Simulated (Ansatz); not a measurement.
Harmonic frequencies (cm⁻¹) at PBE0-D4/def2-TZVP from Ansatz: 158, 203, 250, 307, 361, 387, 616, 668, 809, 970, 3967, 3968.

Each molecule was computed in one conformer, which needn't be the lowest.

(1) Which molecule is it?
A. `[OH][Al]([OH])[Br]`
B. `O=C=[N][Al]([F])[F]`
C. `[CH3][Al]([OH])[F]`
D. `[SH][Al]([SH])[SH]`

Results:

(1) A.
